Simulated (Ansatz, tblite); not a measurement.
Removing an electron: (NaF)2 ring (Na₂F₂). The state is a singlet with charge 0. Geometry: PBE-D4/def2-TZVP. Ansatz, gas phase; energy differences of separate SCF runs; the oxidised species was run as a doublet alone.

Cartesian coordinates in Å:
```
Na 0.968 -1.012 -0.270
F -0.395 -0.722 1.292
Na -0.968 1.012 0.270
F 0.395 0.722 -1.292
```

The xTB rows come from tblite. Correlated methods freeze 4 core orbitals; core or outer-core shells of Na are correlated, in sets that lack core-valence functions.

| level | −HOMO (eV) | vertical IE (eV) | −LUMO (eV) | HOMO–LUMO gap (eV) |
| --- | --- | --- | --- | --- |
| GFN1-xTB | 9.85 | 13.71 | 5.26 | 4.60 |
| GFN2-xTB | 9.86 | 14.05 | 7.73 | 2.13 |
| HF/def2-TZVPP | – | 9.29 | – | – |
| PBE-D4/def2-TZVP | 5.71 | 9.77 | 1.24 | 4.47 |
| r2SCAN-D4/def2-TZVP | 6.04 | 9.87 | 0.56 | 5.48 |
| PBE0-D4/def2-TZVP | 7.60 | 10.21 | 0.67 | 6.94 |
| MP2/def2-TZVPP | – | 11.41 | – | – |
| CCSD/def2-TZVPP | – | 11.01 | – | – |
| CCSD(T)/def2-TZVPP | – | 11.10 | – | – |

  Raw xTB energy differences between charge states are shifted by several eV; the methods need an empirical correction for them.
